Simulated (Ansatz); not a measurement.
`N[Si]Cl` + CH₃SH → `CS[Si]N` + HCl at 600 K and 1 bar (ligand exchange at the Si–Cl bond).

Program: Ansatz. Geometries: PBE0-D4/def2-TZVP. ΔE: electronic, gas phase. CBS: MP2 limit from def2 TZ/QZ plus the TZ coupled-cluster correction, frozen cores. This one scheme is used for every species. One conformer a species, not always the lowest.

| species | CCSD(T)/CBS energy (Eh) | H − E (kJ/mol) | S (J/(mol·K)) |
| --- | --- | --- | --- |
| `N[Si]Cl` | -804.81589 | 108.1 | 331.4 |
| CH₃SH | -438.22835 | 152.3 | 296.8 |
| `CS[Si]N` | -782.64978 | 227.1 | 410.4 |
| HCl | -460.38127 | 35.4 | 207.2 |

H − E and S are ideal-gas, rigid-rotor, harmonic terms from PBE0-D4/def2-TZVP, for one conformer and one mirror image of each species. 1 Eh = 2625.50 kJ/mol, R = 8.31446 J/(mol·K).

Question: By hand: ΔE, ΔH, ΔS and ΔG.

Answer: ΔE = (-782.64978) + (-460.38127) − (-804.81589) − (-438.22835) = 0.01319 Eh = 34.6 kJ/mol. Δ(H − E) = 227.1 + 35.4 − 108.1 − 152.3 = 2.1, so ΔH = 36.7 kJ/mol. ΔS = 410.4 + 207.2 − 331.4 − 296.8 = -10.6 J/(mol·K). ΔG = 36.7 − 600 × (-10.6)/1000 = 43.1 kJ/mol.

Question: By hand: the equilibrium constant, and the temperature at which ΔG would vanish if ΔH and ΔS stayed fixed.

Answer: log₁₀ K = −ΔG/(RT ln 10) = -3.8. ΔH and −TΔS have one sign here, so there is no such temperature.

The number of gas molecules stays the same, so ΔS is small and ΔH decides. A doubt of 5 kJ/mol in ΔE shifts log₁₀ K by 0.4 here. Other conformers and mirror images would add mixing entropy, several J/(mol·K) or more a flexible species. These are equilibria of isolated gas molecules and say nothing of rates. Largest T1 diagnostic: 0.013 (customary marks: 0.02 for closed shells, 0.045 for open ones).

ΔS is within the doubt of such terms, so its sign, and with it that verdict, could turn.
